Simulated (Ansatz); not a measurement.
`CCC#CF` + GeH₄ → `FC#[C][GeH3]` + `CC`  (formal exchange of groups at a C–C bond)

Isolated molecules relaxed with PBE0-D4/def2-TZVP in Ansatz; ΔE leaves out vibrations. CCSD(T)/CBS is the MP2 limit (def2-TZVPP, def2-QZVPP) plus CCSD(T) − MP2 in def2-TZVPP, frozen cores. This one scheme is used for every species. DFT in def2-TZVPP. For Ge outer-core shells are correlated without core-valence functions, which leaves a few kJ/mol of doubt a bond. Scalar relativity is left out up to krypton.

```json
{"level": "BHLYP-D4", "ΔE (eV)": "-0.43"}
{"level": "CAM-B3LYP", "ΔE (eV)": "-0.40"}
```

What does CCSD(T)/CBS give? (Estimate.)

The calculation gave: -0.47 eV. The listed levels differ from it by 0.04, 0.07 eV.

Largest T1 diagnostic among the species: 0.013.

At CCSD(T), def2-SVP lies +0.10 eV from the extrapolated value and def2-TZVPP −0.03 eV. Leaving LDA and LC-ωPBE aside and taking each functional with its dispersion term where it has one, the values, not all of them listed here, spread over 0.09 eV, from B2PLYP to PBE-D4. LDA lies +0.12 eV from PBE without D4.
